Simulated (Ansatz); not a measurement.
Reaction (redistribution): `OB(F)[SiH3]` + `OCS[SiH3]` → `OB(O)[SiH3]` + `FCS[SiH3]`

Isolated molecules relaxed with PBE0-D4/def2-TZVP in Ansatz; ΔE leaves out vibrations. CCSD(T)/CBS adds triple-zeta CCSD(T) − MP2 to the extrapolated MP2 energy (def2 sets, frozen cores). Functionals use def2-TZVPP. Each species was taken in one conformer, which may not be the lowest.

`OB(F)[SiH3]`:

Cartesian coordinates in Å:
```
O -0.022 -1.775 -0.875
B 0.459 -0.520 -0.759
F 1.415 -0.188 -1.620
Si -0.164 0.856 0.610
H -0.710 -1.987 -0.241
H -0.707 2.062 -0.070
H -1.236 0.280 1.472
H 0.965 1.273 1.483
```

`OCS[SiH3]`:

Z-matrix (Å, degrees):
```
C
S 1 1.838
O 1 1.389 2 114.6
H 1 1.096 2 108.3 3 126.8
H 1 1.090 2 105.2 3 -117.2
Si 2 2.126 1 98.7 3 -86.6
H 3 0.962 1 109.1 2 62.5
H 6 1.487 2 111.4 1 -64.8
H 6 1.482 2 107.2 1 174.2
H 6 1.491 2 110.7 1 54.8
```

`OB(O)[SiH3]`:

Z-matrix (Å, degrees):
```
Si
B 1 2.033
H 1 1.490 2 110.5
H 1 1.490 2 110.3 3 118.7
H 1 1.487 2 111.8 3 -120.8
O 2 1.364 1 117.3 3 -56.7
O 2 1.363 1 118.6 3 123.5
H 6 0.963 2 116.0 1 -179.8
H 7 0.963 2 115.8 1 179.8
```

`FCS[SiH3]`:

Cartesian coordinates in Å:
```
F 1.686 -1.024 0.716
C 1.427 -0.313 -0.431
S -0.194 -0.682 -1.125
Si -1.429 0.294 0.325
H 1.513 0.750 -0.198
H 2.160 -0.597 -1.189
H -2.779 0.364 -0.282
H -1.493 -0.448 1.608
H -0.890 1.657 0.575
```

| level | ΔE (kJ/mol) | difference from CCSD(T)/CBS |
| --- | --- | --- |
| BLYP-D4 | 22.2 | -3.9 |
| r2SCANh-D4 | 26.8 | 0.7 |
| ωB97X-V | 23.7 | -2.4 |
| B2PLYP | 23.6 | -2.5 |
| PBE-QIDH | 26.9 | 0.8 |
| BLYP | 20.6 | -5.5 |
| MP2/def2-TZVPP | 27.4 | 1.3 |
| CCSD(T)/def2-TZVPP | 26.0 | -0.1 |
| SCS-MP2/def2-QZVPP | 26.0 | -0.1 |
| CCSD/CBS(def2) | 25.5 | -0.6 |
| CCSD(T)/CBS | 26.1 | 0 |

Largest T1 diagnostic among the species: 0.014.

Leaving LDA and LC-ωPBE aside and taking each functional with its dispersion term where it has one, the values, not all of them listed here, spread over 4.8 kJ/mol, from BLYP-D4 to r2SCAN0-D4. In def2-TZVPP, CCSD(T) changes the Hartree–Fock value by +3.0 kJ/mol (the triples alone add +0.7 kJ/mol) and MP2 by +4.4 kJ/mol.
